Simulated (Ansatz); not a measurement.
CH4ClGeNS, SMILES `S/C=[N]/[GeH2][Cl]`, relaxed with RKS PBE-D4/def2-SVP in the Gaussian-basis code of Ansatz from a rough embedded geometry. The force threshold is 0.03 eV/Å; the program also tests the step.

Total charge 0; spin multiplicity 1.

Start:

```xyz
9

S     0.031    2.445   -1.489
C    -0.307    1.052   -0.472
N     0.402   -0.044   -0.579
Ge   -0.033   -1.465    0.562
Cl    1.378   -3.113    0.043
H     1.001    2.984   -0.557
H    -1.144    1.151    0.254
H     0.138   -1.085    2.030
H    -1.466   -1.926    0.209
```

| step | energy (eV) | largest force (eV/Å) | largest move (Å) |
| --- | --- | --- | --- |
| 1 | -82430.7747 | 2.689 | 0.000 |
| 2 | -82430.9241 | 1.401 | 0.085 |
| 3 | -82430.9600 | 0.833 | 0.085 |
| 4 (rejected) | -82430.9425 | 1.573 | 0.157 |
| 5 | -82431.0051 | 0.144 | 0.077 |
| 6 | -82431.0300 | 0.434 | 0.100 |
| 7 | -82431.0953 | 0.790 | 0.150 |
| 8 | -82431.1847 | 1.018 | 0.150 |
| 9 | -82431.3272 | 1.189 | 0.192 |
| 10 | -82431.4639 | 0.508 | 0.200 |
| 11 (rejected) | -82431.4547 | 0.994 | 0.129 |
| 12 | -82431.4943 | 0.614 | 0.063 |
| 13 | -82431.5170 | 0.089 | 0.100 |
| 14 | -82431.5306 | 0.677 | 0.147 |
| 15 | -82431.5379 | 0.494 | 0.050 |
| 16 | -82431.5461 | 0.105 | 0.049 |
| 17 | -82431.5508 | 0.041 | 0.070 |
| 18 | -82431.5545 | 0.081 | 0.101 |
| 19 | -82431.5559 | 0.156 | 0.083 |
| 20 | -82431.5565 | 0.049 | 0.018 |
| 21 | -82431.5569 | 0.016 | 0.013 |

End:

```xyz
9

S    -0.053    2.600   -1.217
C    -0.359    0.997   -0.538
N     0.496    0.331    0.137
Ge    0.010   -1.351    0.771
Cl    1.106   -2.824   -0.400
H     1.230    2.669   -0.754
H    -1.402    0.677   -0.794
H     0.483   -1.479    2.236
H    -1.511   -1.620    0.559
```

Run time 17 s (4 threads of a server CPU on a shared host); peak host memory 0.2 GiB.
